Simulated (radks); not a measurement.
Species: Os2+. Configuration: [Xe] 4f12 5d6 6p2 (not the ground configuration).

Method: Dirac Kohn-Sham, LDA (Slater exchange, Perdew-Wang correlation), spin-unpolarised, spherical densities, finite nucleus; open shells fill j = l - 1/2 first; Fermi nuclear charge, rms radius 5.4126 fm; computed with a radial shooting solver on a logarithmic mesh with Libxc functionals.

Energy parts (eV):
total: -469748.86
kinetic: 532874.13
electron-nucleus: -1173725.48
Hartree: 180041.87
exchange-correlation: -8939.38

Orbitals (lengths in bohr, moments of r in powers of bohr; <r^-3> diverges for s and p1/2; r(max) is where P^2 peaks; r(90%) holds 90 % of the orbital's charge):
orbital  occ.  eigenvalue (eV)      <r^2>  <r^-3>   r(max)  r(90%)  small-component weight
1s1/2       2        -73723.40  0.0004342       -  0.01104  0.0324                8.25e-02
2s1/2       2        -12875.24   0.006595       -  0.06365   0.116                1.88e-02
2p1/2       2        -12335.79   0.004689       -  0.04711   0.102                1.89e-02
2p3/2       4        -10806.67   0.005884   17900  0.05417   0.113                1.69e-02
3s1/2       2        -3038.309    0.04298       -   0.1792   0.285                6.21e-03
3p1/2       2        -2795.735    0.03931       -   0.1675   0.276                6.16e-03
3p3/2       4        -2462.452    0.04583    4091   0.1820   0.297                5.60e-03
3d3/2       4        -2053.301    0.03537   710.4   0.1421   0.270                5.49e-03
3d5/2       6        -1981.089    0.03715   598.4   0.1461   0.276                5.34e-03
4s1/2       2        -680.0445     0.2092       -   0.4048   0.618                2.10e-03
4p1/2       2        -578.0374     0.2142       -   0.4035   0.630                2.01e-03
4p3/2       4        -498.4570     0.2477   978.9   0.4335   0.677                1.79e-03
4d3/2       4        -330.2736     0.2639   151.6   0.4276   0.714                1.60e-03
4d5/2       6        -315.3788     0.2759   125.0   0.4369   0.729                1.55e-03
5s1/2       2        -126.4873      1.067       -   0.8959    1.39                5.33e-04
4f5/2       6        -101.7085     0.3377   25.22   0.3964   0.849                1.19e-03
4f7/2       6         -98.6880     0.3464   24.07   0.4009   0.860                1.16e-03
5p1/2       2         -93.4152      1.249       -   0.9473    1.52                4.58e-04
5p3/2       4         -79.4656      1.470   169.5    1.023    1.65                3.96e-04
5d3/2       4         -34.0768      2.504   16.52    1.224    2.22                2.39e-04
5d5/2       2         -32.4918      2.651   13.35    1.257    2.29                2.26e-04
6p1/2       2         -18.5381      8.862       -    2.492    4.06                7.04e-05
6p3/2       0         -16.8000      10.28   21.35    2.703    4.36                6.16e-05

The highest occupied level is 6p1/2 at -18.538 eV. The density falls to 0.001 e/bohr^3 at r = 4.27 bohr. Summed over all electrons, <r^2> = 52.96 bohr^2, which gives a Langevin (diamagnetic) susceptibility term of -41.9 x 10^-6 cm^3/mol. The electron density at the nucleus is 1.668e+06 e/bohr^3.
